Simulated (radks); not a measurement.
The numbers below are computed, except where a source is named.
Charge is removed step by step from the 1s down level of the aluminium ion Al3+, starting from 1s(up 1, down 1) 2s2 2p6. Level of theory: non-relativistic Kohn-Sham, LDA (Slater exchange, Perdew-Wang correlation), spin-polarised, spherical densities, point nucleus (a radial shooting solver on a logarithmic mesh with Libxc functionals).

| removed (e) | E - E(0) (eV) | eigenvalue (eV) | E minus straight line (eV) |
|---|---|---|---|
| 0 | 0.000 | -1536.4 | 0.000 |
| 0.25 | 388.07 | -1568.0 | -10.894 |
| 0.5 | 783.89 | -1598.2 | -14.051 |
| 0.75 | 1186.9 | -1625.3 | -9.994 |
| 1 | 1595.9 | -1643.5 | 0.000 |

Removing the whole electron costs 1595.9 eV by Delta-SCF, against 1536.4 eV from minus the eigenvalue at the starting occupation. Slater's transition state (half an electron removed) gives 1598.2 eV. Integrating minus the eigenvalue over the occupation (Janak's theorem) gives 1595.8 eV. The mean slope of the eigenvalue, de/dn, is 107 eV per electron.
